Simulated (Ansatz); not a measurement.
Energy profile

The step: GeH₂ + HF → GeHF ([F][GeH]) + H₂; bonds formed: Ge1–F3, H2–H5; bonds broken: Ge1–H5, H2–F3 (atoms numbered as in the saddle structure below).

| atom | x (Å) | y (Å) | z (Å) |
| --- | --- | --- | --- |
| Ge1 | -0.8551 | -0.5471 | -0.3383 |
| H2 | 0.7845 | -0.0899 | 0.4274 |
| F3 | 1.1275 | -0.2402 | -0.7127 |
| H4 | -1.1230 | 1.0129 | -0.5110 |
| H5 | 0.0662 | -0.1358 | 1.1346 |

Electronic energies by CCSD(T) at an estimated basis limit (MP2 extrapolated from triple and quadruple zeta, plus CCSD(T) − MP2 in triple zeta), on PBE0-D4/def2-TZVP structures; GeH3F, closed shell; no counterpoise correction. Computed with Ansatz 0.2.0 (basis: def2-TZVPP and def2-QZVPP); correlated methods freeze the cores. Filled d shells of the heavier atoms are correlated. The def2 sets are not built for correlating such inner shells, so the correlated values are less sure here. Extrapolation: Hartree–Fock as exp(−7.88 √X), correlation as X^−2.97.

Give the profile in eV, counted from the separated reactants. (To be estimated.)

Computed:
```
                                                                            point      eV
                    separated: GeH2 (Ge1, H4, H5; singlet) + HF (H2, F3; singlet)   0.000
                                                                  start structure  -0.263
                                                                           saddle   0.255
                                                                    end structure  -0.953
separated: GeHF (linked as [F][GeH]; Ge1, F3, H4; singlet) + H2 (H2, H5; singlet)  -0.887
```

The T1 diagnostic stays at or below 0.015. The restricted Hartree–Fock reference is unstable towards an unrestricted one at one or more of these structures.

For scale, one of the runs: CCSD(T)/def2-TZVPP, 121 basis functions, launched by `ansatz run in.yaml --threads 2 --pin off --events-out ev --progress --plain --max-ram 4352MiB`. The run took about 9 s on 2 CPU threads of an Arm Neoverse V2 (shared host).
